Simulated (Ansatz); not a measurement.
This geometry of C4H9B (14 atoms, charge 0, multiplicity 1) is a first-order saddle point.

Method: RKS PBE0/STO-3G (Ansatz).

```xyz
14
Properties=species:S:1:pos:R:3
B -1.626 -1.234 0.750
C -0.776 0.008 0.488
C 0.641 0.103 1.097
C 0.510 -0.155 -0.377
C 0.865 0.924 -1.412
H -2.796 -1.172 0.806
H -1.101 -2.274 0.887
H -1.259 0.981 0.360
H 0.978 -0.711 1.744
H 0.961 1.099 1.414
H 0.720 -1.182 -0.693
H 1.275 0.458 -2.316
H -0.020 1.506 -1.702
H 1.616 1.621 -1.016
```

(1) Which two structures does it join? (They come from a converged band through this point; their orientation in space is the band's.)

(2) How far does it lie above each of them?

## Answers

(1) No bond is made or broken. The dihedral C2–C4–C5–H13 goes from -82 to 38°. The two ends are copies of one structure, up to a mirror image or an exchange of like atoms.

Image 0:

```xyz
14
Properties=species:S:1:pos:R:3
B -1.645 -0.992 1.008
C -0.652 0.103 0.629
C 0.851 -0.099 0.938
C 0.389 -0.212 -0.484
C 0.726 0.873 -1.506
H -2.755 -0.740 1.293
H -1.297 -2.113 1.004
H -0.964 1.151 0.645
H 1.145 -1.008 1.468
H 1.406 0.797 1.227
H 0.343 -1.226 -0.898
H 1.706 0.675 -1.962
H -0.025 0.900 -2.306
H 0.760 1.860 -1.026
```

Image 6:

```xyz
14
Properties=species:S:1:pos:R:3
B -1.645 -1.248 0.668
C -0.802 0.004 0.432
C 0.576 0.128 1.125
C 0.535 -0.155 -0.348
C 0.928 0.918 -1.362
H -2.817 -1.208 0.644
H -1.112 -2.274 0.868
H -1.293 0.966 0.260
H 0.880 -0.672 1.804
H 0.863 1.132 1.446
H 0.784 -1.179 -0.650
H 0.427 0.745 -2.325
H 0.650 1.915 -0.999
H 2.014 0.900 -1.534
```

(2) 0.095 eV above the first and 0.095 eV above the second. This is the barrier of this one path; another mechanism may lie lower. Limits of this set-up: minimal basis.

Run time: 2.5 min on 1 thread of Intel(R) Xeon(R) Processor @ 2.50GHz (Skylake/Cascade Lake), with other jobs on the host, peak memory 0.11 GiB.
